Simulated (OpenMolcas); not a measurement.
W2+ (d4) among equal point charges was computed by CASSCF with the d shell active (OpenMolcas, ANO-RCC-VDZP on the metal). Its lowest spin-free states, and all those of the highest spin:

| 2S+1 | Degeneracy | E (cm-1) |
| --- | --- | --- |
| 5 | 3 | 0.0 |
| 5 | 2 | 5215 |
| 3 | 3 | 9698 |
| 1 | 1 | 11659 |
| 3 | 3 | 11992 |
| 3 | 3 | 14197 |
| 3 | 3 | 15529 |
| 1 | 3 | 15905 |
| 3 | 2 | 16469 |
| 3 | 3 | 16613 |
| 3 | 3 | 19251 |
| 1 | 3 | 19724 |

**Question.** Is the site octahedral, tetrahedral or cube-like, axial, or of lower symmetry?

**Answer.** The states with 2S+1 = 5 have orbital degeneracies 3, 2. Threefold states need a cubic site. For d4 at this spin an octahedron puts the twofold E below the threefold T2 and a tetrahedron or cube puts the threefold T2 below the twofold E, so the site is a tetrahedron or a cube, which this pattern cannot tell apart. The first gap at this spin, 5210 cm-1, is |10Dq| in ligand-field theory. The run had W2+ among 8 point charges of -0.78 e arranged as a cube (Oh), 2.27 Å from the ion.

Spin-orbit coupling mixes the spin-free states strongly: the lowest level takes only 64 % from its leading state, 5T2. Without dynamic correlation the repulsion within the d shell is too large (B by tens of per cent), so at a given field states of lower spin stand too high. Point charges give a weaker field than real ligands, and real ions of this kind are as a rule low spin; the high spin found here belongs to the model. This is an electrostatic model: the charges have no orbitals. No measured value stands beside these numbers.
